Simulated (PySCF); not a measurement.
Ranking problems on computed properties.

Each SMILES stands for a single optimised conformer of the isolated species, non-relativistic unless stated. Electronic properties by PySCF.

Dipoles, sizes and rotational constants follow the conformer. The torsions of the flexible species, by atom-mapped SMILES:
- `[CH3:1][O:2][C:3]1=[CH:4][O:5][C:6]([F:7])[CH2:8]1`: C1–O2–C3–C4 0°
- `[CH3:1][CH:2][CH:3]([SiH3:4])[SiH3:5]`: C1–C2–C3–Si4 111°
- `[CH2:1][C:2](=[O:3])/[CH:4]=[CH:5]/[O:6][C:7]([CH3:8])=[S:9]`: C1–C2–C4–C5 180°, C4–C5–O6–C7 180°, C5–O6–C7–C8 0°
- `[CH2:1][c:2]1[cH:3][cH:4][c:5]([S@@:6]([CH3:7])=[O:8])[o:9]1`: C4–C5–S6–C7 -118°
- `[CH2:1]/[CH:2]=[CH:3]\[S:4](=[O:5])(=[O:6])[C:7]([F:8])([F:9])[F:10]`: C2–C3–S4–O5 166°, C3–S4–C7–F8 -174°
- `[CH3:1][C:2](=[S:3])[SiH2:4][NH:5]`: C1–C2–Si4–N5 64°, H–N5–Si4–C2 108°

Task: Rank by smallest rotational constant, lowest first (GFN2-xTB).
A. `[CH2]/C=C\C#CC` [radical]
B. `C[C](C)[O-]` [radical]
C. `C[CH]C([SiH3])[SiH3]` [radical]
D. `[C]1(F)OC=C(C1)OC` [radical]

Result: D (1.054 GHz), C (1.392 GHz), A (1.497 GHz), B (4.776 GHz).

Task: Rank by isotropic g value, lowest first (unrestricted B3LYP/pcH-1, mean-field spin–orbit at GFN2-xTB geometries).
A. `C[C](C)[O-]` [radical]
B. `[CH2]/C=C\S(=O)(=O)C(F)(F)F` [radical]
C. `[CH2]C1=CC=C([S@@](C)=O)O1` [radical]
D. `CC(=S)[SiH2][NH]` [radical]
E. `[CH2]C(=O)/C=C/OC(C)=S` [radical]
F. `O1[C](F)CC(OC)=C1` [radical]

Result: B (2.00247), C (2.00257), F (2.00352), A (2.00397), E (2.00539), D (2.00646).

Task: By how much do the two ends of that ranking differ?

Result: By 0.00399, between `CC(=S)[SiH2][NH]` [doublet state] and `[CH2]/C=C\S(=O)(=O)C(F)(F)F` [doublet state].
